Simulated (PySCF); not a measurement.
Run record: geometry optimisation, 4-bromobenzyl alcohol (`c1c(CO)ccc(Br)c1`).

Computed with PBE0-D3(BJ)/def2-SVP geometry optimisation, gas phase (PySCF 2.14.0). Start geometry: GFN2-xTB. The input is one job of a driver script: a line of settings, then coordinates in Å.

Input:
```
{"job": {"xc": "PBE0", "basis": "def2-SVP", "d3": "d3bj", "grid": 2, "kind": "geom"}, "charge": 0, "multiplicity": 1}
O     -2.347863     1.102556    -1.097390
C     -2.020672     0.059501    -0.210483
C     -0.528964    -0.026357    -0.017354
C      0.001121    -1.024804     0.792699
C      1.365564    -1.125028     0.984866
C      2.201779    -0.216927     0.357073
Br     4.086286    -0.359434     0.610148
C      1.695341     0.785730    -0.448969
C      0.326653     0.875526    -0.632297
H     -3.301013     1.115005    -1.226876
H     -2.494548     0.224265     0.771249
H     -2.382621    -0.906436    -0.597500
H     -0.657529    -1.730951     1.277200
H      1.777479    -1.899935     1.613087
H      2.359949     1.487652    -0.928804
H     -0.088560     1.648580    -1.258060
```

Task: Estimate the output.

Result: 
```
step   0  E = -2919.08420978  max force = 0.015300
step   1  E = -2919.08533294  max force = 0.002785
step   2  E = -2919.08544711  max force = 0.000812
step   3  E = -2919.08546183  max force = 0.000975
step   4  E = -2919.08547709  max force = 0.000464
step   5  E = -2919.08548251  max force = 0.000709
step   6  E = -2919.08549422  max force = 0.000363
optimisation converged
```

Energies in Eh; «max force» is the largest Cartesian gradient component in Eh/bohr.

Task: Give the first gradient maximum in eV/Å.

Result: With 1 Eh/bohr = 51.422 eV/Å, 0.787 eV/Å.

Summary of the converged run: final energy -2919.08549 Eh after 6 steps; dipole 3.44 D.

Task: Where do the atoms end?

Result: 0.056 Å rms from the input after alignment:
```
atom  x, y, z in Å
O1    -2.9702    1.1211   -1.1993
C2    -2.6573   -0.0127   -0.4436
C3    -1.1654   -0.1437   -0.2934
C4    -0.6280   -1.1742    0.4847
C5     0.7474   -1.3202    0.6300
C6     1.5991   -0.4222   -0.0132
Br7    3.4685   -0.6119    0.1766
C8     1.0847    0.6101   -0.7925
C9    -0.2964    0.7431   -0.9292
H10   -3.9261    1.1885   -1.2687
H11   -3.1091    0.0312    0.5689
H12   -3.0414   -0.9400   -0.9175
H13   -1.2940   -1.8788    0.9925
H14    1.1606   -2.1254    1.2399
H15    1.7605    1.3076   -1.2907
H16   -0.7165    1.5472   -1.5348
```

Hardware: Arm Neoverse V1, one thread, no GPU, shared host with 32 logical CPUs at a one-minute load of 23. Cost: 2.2 min wall, 0.97 GiB resident at most.
Labels such as C1 count atoms from 1, the log's own numbers from 0.
